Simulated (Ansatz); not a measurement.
Calculation: frozen-core CCSD(T)/cc-pVTZ // PBE-D3(BJ)/def2-TZVP (Ansatz, a quantum-chemistry and plane-wave program). The geometry is that of the parent before the electron was removed.

Ansatz 0.2 input:
```yaml
crystal:
  periodic: [false, false, false]
  atoms:
    - { symbol: B, position_ang: [0.0, 0.0, 0.000008] }
    - { symbol: H, position_ang: [-0.899065, -0.794065, -0.000607] }
    - { symbol: H, position_ang: [-0.238149, 1.175644, 0.001533] }
    - { symbol: H, position_ang: [1.137213, -0.381579, -0.000934] }
basis:
  gaussian: { orbitals: cc-pVTZ }
correlation:
  method: ccsd_t
total_charge: 1
magnetization:
  spin_polarized: true
  initial_magnetization: 1
```

Output:

```
Functional definition: HF
397 factors; integrals over basis functions are off by at most 1.1e-3 eV
mean field evaluation 1: about -705.2878 eV, gradient 8.8e0 eV
mean field evaluation 2: about -705.2868 eV, gradient 8.8e0 eV
mean field evaluation 4: about -705.9874 eV, gradient 8.8e-1 eV
mean field evaluation 8: about -706.0058 eV, gradient 3.0e-3 eV
mean field evaluation 16: about -706.0062 eV, gradient 1.6e-1 eV
mean field evaluation 32: about -705.9970 eV, gradient 4.7e-6 eV
mean field evaluation 64: about -706.0041 eV, gradient 3.9e-1 eV
mean field evaluation 96: about -705.9966 eV, gradient 2.5e-1 eV
mean field -706.00582327 eV, -25.9452354572 hartree, gradient 6.7e-6 eV, S^2 0.765922; 7 other end points of the search recorded, 0 dependent functions left out
determinant -706.00582327 eV, -25.9452354572 hartree, with singles and doubles -708.91287715 eV, -26.0520677170 hartree
determinant -705.99695771 eV, -25.9449096539 hartree, with singles and doubles -708.92424479 eV, -26.0524854700 hartree
determinant -706.00582327 eV, -25.9452354572 hartree, with singles and doubles -708.83192511 eV, -26.0490927841 hartree
determinant -705.99695771 eV, -25.9449096539 hartree, with singles and doubles -708.83695722 eV, -26.0492777107 hartree
1 core orbitals not correlated
reference -705.99695771 eV, -25.9449096539 hartree; 3, 2 occupied and 68, 69 virtual orbitals, 397 factors
second order -2.25098366 eV of doubles, -0.00000000 eV of singles
cycle   1  -2.83999917 eV  change    3.3e-7 eV  update   1.1e-6
perturbative correction -0.05335971 eV, -0.0019609331 hartree
Total energy: -708.89031659 eV, -26.0512386316 hartree
```

Cost: very roughly 11 core-seconds.
